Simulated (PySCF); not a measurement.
From computed data to an observable: chemical shift, span and skew from a shielding tensor

Na(OtBu) (C4H9NaO), SMILES CC(C)(C)[O][Na]. Atoms are numbered in the order given.

```xyz
15

Na     0.0000     0.0000    -2.6978
O      0.0000     0.0000    -0.7521
C      0.0000     0.0000     0.6139
C      1.2509    -0.7222     1.1464
C     -1.2509    -0.7222     1.1464
C      0.0000     1.4444     1.1464
H      1.2987    -0.7498     2.2483
H      1.2642    -1.7583     0.7714
H      2.1548    -0.2157     0.7714
H     -1.2642    -1.7583     0.7714
H     -1.2987    -0.7498     2.2483
H     -2.1548    -0.2157     0.7714
H      0.8906     1.9740     0.7714
H     -0.8906     1.9740     0.7714
H      0.0000     1.4996     2.2483
```

Geometry: PBE0-D3(BJ)/def2-SVP. The isomer is the one that the SMILES or the coordinates give; other isomers of the formula were not compared.

GIAO shieldings from HF/pcSseg-1 in PySCF, non-relativistic, no solvent. The symmetric part of the tensor of C4 has the principal values 135.9, 138.6, 187.7 ppm. The same nucleus in TMS has σ = 192.6 ppm at this level (PySCF, at its B3LYP-D3(BJ)/def2-TZVP geometry).

Work out the isotropic shielding, the ¹³C shift against TMS, the span and the skew.


σ(iso) = (σ11 + σ22 + σ33)/3 = 154.1 ppm. δ = σ(ref) − σ(iso) = 192.6 − (154.1) = 38.5 ppm.
Span Ω = σ33 − σ11 = 51.8 ppm. Skew κ = 3(σ(iso) − σ22)/Ω = 0.90. Tumbling in solution averages the tensor to δ; in a static solid the shielding alone would spread this spin-1/2 line over Ω.
